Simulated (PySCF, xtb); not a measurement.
Cd(H)(NH2) (CdH₃N), SMILES [NH2][CdH].

xtb with GFN2-xTB at its own geometry gives an orbital gap of 3.79 eV and a dipole moment of 2.74 D.

Coordinates come from a B3LYP-D3(BJ)/def2-TZVP optimisation. The def2 effective core potentials stand for the cores of Cd; spin–orbit coupling is left out.

What does PySCF with ωB97X/def2-TZVPD give? (Estimate from the structure and the level; the computed values follow.)

gap 10.33 eV (levels -9.12 and 1.22 eV), dipole 1.06 D.
